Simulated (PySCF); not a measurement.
NICS in isomers of C6H12N2Si.

Definitions: NICS(0) = −σiso at the ring centroid; NICS(1) = −σiso and NICS(1)zz = −σzz at ±1 Å along the ring normal z. Level: GIAO PBE0/pcSseg-1 (PySCF, non-relativistic, gas phase) on the GFN2-xTB geometries, one conformer each. Atom numbers follow the mapped SMILES.

Question: Order these rings by mean NICS(1)zz, lowest (most negative) first (ppm).
A. ring C2–C3–C4–N5–N9 in `[CH3:1][c:2]1[cH:3][cH:4][n:5]([SiH:6]([CH3:7])[CH3:8])[n:9]1`
B. ring C7–C8–C9 in `[N:1]#[C:2][SiH2:3][CH2:4][NH:5][CH2:6][CH:7]1[CH2:8][CH2:9]1`
C. ring Si4–C6–C7–N8 in `[CH:1]#[C:2][CH2:3][Si@@:4]1([NH2:5])[CH2:6][CH2:7][N:8]1[CH3:9]`
D. ring C5–C6–N7–N8–C9 in `[CH3:1][Si:2]([CH3:3])([CH3:4])[c:5]1[cH:6][n:7][nH:8][cH:9]1`

Answer: D (-32.4), A (-29.4), B (-22.5), C (-0.1).

| SMILES | ring | NICS(0) | NICS(1) | NICS(1)zz | HOMA | rms pucker (Å) | ring atoms with four or more neighbours |
| --- | --- | --- | --- | --- | --- | --- | --- |
| C[Si](C)(C)c1cn[nH]c1 | 5-membered ring with 2 N; formal bonds all aromatic | -13.6 | -12.5 | -32.4 | 0.94 | 0.00 | 0 |
| Cc1ccn([SiH](C)C)n1 | 5-membered ring with 2 N; formal bonds all aromatic | -11.9 | -11.7 | -29.4 | 0.89 | 0.00 | 0 |
| N#C[SiH2]CNCC1CC1 | 3-membered carbocycle; formal bonds all single | -44.1 | -8.8 | -22.5 | – | 0.00 | 3 |
| C#CC[Si@@]1(N)CCN1C | 4-membered ring with N and Si; formal bonds all single | -7.3 | -2.3 | -0.1 | – | 0.02 | 3 |

NICS(0) gives another order. The isotropic NICS(1) gives the same order. HOMA uses Krygowski's 1993 parameters; it is left out where a ring has a four-coordinate atom, a triple bond, no multiple bond or a kind of bond without parameters. NICS(1) and NICS(1)zz are means over the two faces.
